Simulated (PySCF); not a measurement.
SMILES C=[CH][GeH]([CH]=C)[N](C)C (C6H13GeN), GFN2-xTB optimised geometry.

```
21

Ge    -1.59    -0.65     0.00
C      0.37    -0.65     0.00
C      1.11    -0.54    -1.09
C     -2.28    -1.64     1.57
C     -3.32    -1.24     2.28
N     -2.12    -1.31    -1.64
C     -3.49    -1.09    -2.05
C     -1.66    -2.62    -2.05
H     -2.19     0.74     0.00
H      0.86    -0.74     0.96
H      2.19    -0.53    -1.07
H      0.65    -0.45    -2.06
H     -1.80    -2.58     1.81
H     -3.71    -1.81     3.12
H     -3.82    -0.31     2.07
H     -3.80    -0.09    -1.74
H     -4.19    -1.82    -1.63
H     -3.56    -1.14    -3.15
H     -2.28    -3.43    -1.64
H     -0.64    -2.77    -1.70
H     -1.68    -2.70    -3.14
```

Density from PySCF with B3LYP/def2-SVP at that geometry.

Minimum of the electron density along straight lines between bonded atoms, close to the bond critical point (lines longer than 1.1 times the sum of covalent radii, or with two minima, are not listed):

```csv
bond,length / Å,ρ at the minimum / e bohr⁻³,∇²ρ there / e bohr⁻⁵,position (fraction from the first atom)
Ge1–C2,1.963,0.127,[?],0.47
C2–C3,1.322,0.346,-0.94,0.50
Ge1–C4,1.975,0.124,0.06,0.47
C4–C5,1.322,0.346,-0.94,0.50
Ge1–N6,1.849,0.135,[?],0.47
N6–C7,1.445,0.274,-0.77,0.60
N6–C8,1.445,0.274,-0.77,0.60
Ge1–H9,1.516,0.138,0.06,0.59
C2–H10,1.083,0.279,-1.04,0.63
C3–H11,1.081,0.282,-1.08,0.63
C3–H12,1.079,0.285,-1.11,0.64
C4–H13,1.084,0.278,-1.03,0.63
C5–H14,1.081,0.282,-1.08,0.63
C5–H15,1.079,0.284,-1.09,0.63
C7–H16,1.089,0.281,-1.05,0.63
C7–H17,1.098,0.275,-1.00,0.62
C7–H18,1.094,0.277,-1.02,0.63
C8–H19,1.099,0.274,-0.99,0.62
C8–H20,1.089,0.281,-1.06,0.63
C8–H21,1.094,0.277,-1.02,0.63
```

**Question.** Fill in the missing entries.

**Answer.** 
- Ge1–C2, ∇²ρ there / e bohr⁻⁵: 0.05
- Ge1–N6, ∇²ρ there / e bohr⁻⁵: 0.38
